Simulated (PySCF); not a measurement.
**Electronic structure of P (phosphorus, neutral) at the UHF level**

Configuration: [Ne] 3s2 3p3, high-spin 4S determinant. Computed with PySCF 2.14 in cc-pV(T+d)Z, with no relativity, point nucleus.

```json
{
 "Total energy": "-340.716306 hartree",
 "One-electron energy": "-471.5138 hartree",
 "Hartree (Coulomb) energy": "153.4403 hartree",
 "Exchange energy": "-22.6428 hartree",
 "Kinetic energy": "340.71655 hartree",
 "⟨S²⟩": "3.7503",
 "⟨L²⟩": "0.000",
 "Sum of ⟨r⟩": "14.96 bohr",
 "Sum of ⟨r²⟩": "30.12 bohr²",
 "Density at the nucleus (Gaussians lack the cusp)": "2150 bohr⁻³",
 "Spin density at the nucleus": "0.00326 bohr⁻³",
 "Langevin diamagnetic susceptibility": "-23.9 ×10⁻⁶ cm³/mol",
 "Time after the integrals": "0.08 s of wall time on 1 thread of Intel(R) Xeon(R) 6975P-C (shared host)"
}
```

```json
{"shell": "1s α", "electrons": "1", "mean orbital energy (eV)": "-2176.3", "rms radius, mean of both spins (bohr)": "0.120"}
{"shell": "1s β", "electrons": "1", "mean orbital energy (eV)": "-2175.8", "rms radius, mean of both spins (bohr)": "0.120"}
{"shell": "2s α", "electrons": "1", "mean orbital energy (eV)": "-204.65", "rms radius, mean of both spins (bohr)": "0.562"}
{"shell": "2s β", "electrons": "1", "mean orbital energy (eV)": "-204.06", "rms radius, mean of both spins (bohr)": "0.562"}
{"shell": "2p α", "electrons": "3", "mean orbital energy (eV)": "-147.47", "rms radius, mean of both spins (bohr)": "0.540"}
{"shell": "2p β", "electrons": "3", "mean orbital energy (eV)": "-146.38", "rms radius, mean of both spins (bohr)": "0.540"}
{"shell": "3s α", "electrons": "1", "mean orbital energy (eV)": "-22.732", "rms radius, mean of both spins (bohr)": "2.09"}
{"shell": "3s β", "electrons": "1", "mean orbital energy (eV)": "-15.125", "rms radius, mean of both spins (bohr)": "2.09"}
{"shell": "3p α", "electrons": "3", "mean orbital energy (eV)": "-10.649", "rms radius, mean of both spins (bohr)": "2.52"}
```
